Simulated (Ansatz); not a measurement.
Consider the substitution at a C–O bond: `OC(F)[SiH3]` + `NC=O` → `O=CNC(F)[SiH3]` + H₂O.

Calculated with Ansatz (gas phase, PBE0-D4/def2-TZVP geometries, no zero-point term in ΔE). CCSD(T)/CBS is the MP2 limit (def2-TZVPP, def2-QZVPP) plus CCSD(T) − MP2 in def2-TZVPP, frozen cores. This one scheme is used for every species. Functionals use def2-TZVPP. B3LYP here is the variant with VWN-RPA as its local correlation; programs differ in this. Each species was taken in one conformer, which may not be the lowest.

CCSD(T)/CBS gives -20.9 kJ/mol.

Question: Another level gave -5.1 kJ/mol. Which?
A. B3LYP/def2-TZVPP
B. B2PLYP/def2-TZVPP
C. MP2/def2-TZVPP
D. SCS-MP2/def2-TZVPP

Answer: A. B3LYP -5.1, B2PLYP -11.0, MP2/def2-TZVPP -22.2, SCS-MP2/def2-TZVPP -17.5 kJ/mol.

Largest T1 diagnostic among the species: 0.016.

In def2-TZVPP, CCSD(T) changes the Hartree–Fock value by −16.2 kJ/mol (the triples alone add −2.2 kJ/mol) and MP2 by −20.2 kJ/mol. The D4 term adds −7.3 kJ/mol with B3LYP and −4.3 kJ/mol with PBE0; it sums over pairs of atoms, weighted by their polarisabilities, and B3LYP, whose exchange is more repulsive, gets the larger term.
